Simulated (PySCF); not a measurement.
Assigning NMR signals

Numbering as in the mapped SMILES `[CH2:1]=[C:2]1[SiH2:3][SiH2:4][O:5][SiH2:6][C@H:7]1[Cl:8]`; H(Xn) means a hydrogen on atom n. Ha(Si3), Ha(Si4), Ha(Si6) are cis to Cl8 on the ring; Ha(C1) is cis to Si3; Hb(Si3), Hb(Si4), Hb(Si6) are trans to Cl8 on the ring; Hb(C1) is trans to Si3.

Method: GIAO PBE0/pcSseg-1 shieldings, GFN2-xTB geometry, in PySCF 2.14 (non-relativistic Hamiltonian, no solvent model, one conformer).

References, each an isolated molecule treated in the same way: $^{13}$C and $^{1}$H against TMS.

(1) Assign these signals to the numbered atoms. $^{13}$C{$^{1}$H} NMR (computed): δ 152.5, 132.4, 60.1.

(2) Assign these signals to the numbered atoms. $^{1}$H NMR (400 MHz, computed): δ 6.11 (m, 1H), 5.96 (m, 1H), 5.83 (m, 1H), 5.67 (m, 1H), 5.06 (m, 1H), 5.01 (m, 1H), 4.77 (m, 1H), 4.06 (m, 1H), 4.02 (m, 1H).

## Answers

(1) 
| δ (ppm) | atoms | environment | reason |
| --- | --- | --- | --- |
| 152.5 | C2 | fully substituted alkene carbon | as expected for a trigonal carbon in a double bond |
| 132.4 | C1 | terminal =CH2 carbon | the olefinic region |
| 60.1 | C7 | allylic sp3 CH bonded to Cl and Si | pulled downfield by the heteroatom |

(2) 
6.11 → Hb(C1), hydrogen on a terminal =CH2 carbon: olefinic region
5.96 → Ha(C1), hydrogen on a terminal =CH2 carbon
5.83 → Ha(Si4), hydrogen on a silicon bonded to O, Si, in a 6-membered ring
5.67 → Hb(Si4), hydrogen on a silicon bonded to O, Si, in a 6-membered ring
5.06 → Ha(Si6), hydrogen on a silicon bonded to C, O, in a 6-membered ring
5.01 → Hb(Si6), hydrogen on a silicon bonded to C, O, in a 6-membered ring
4.77 → Ha(Si3), hydrogen on a silicon bonded to C, Si, in a 6-membered ring
4.06 → Hb(Si3), hydrogen on a silicon bonded to C, Si, in a 6-membered ring
4.02 → H(C7), hydrogen on an allylic sp3 CH bonded to Cl and Si: its carbon carries Cl, an electronegative neighbour

Ha(Si6) and Hb(Si6); Hb(Si3) and H(C7) lie closer than the usual error of such a calculation, so a measured spectrum could show them in the other order.

Carbons that carry Cl, above all several Cl atoms, come out too deshielded, partly because spin–orbit coupling is missing. Shifts are as computed. Against solution values, carbons near 30 ppm lie about +3 ppm off and those near 130 ppm about +5 ppm; carbons on Cl a further +6 ppm. Of 1309 compounds with measured shifts, 239 miss one by over three times the rms of a fit or turn the order of signals round; such compounds aren't used in these exercises. No couplings were computed; multiplicities are counted from neighbouring protons, with m where these are inequivalent, close in shift, in a saturated or five-membered ring or joined by F or P, and br s for small geminal =CH2 splittings.
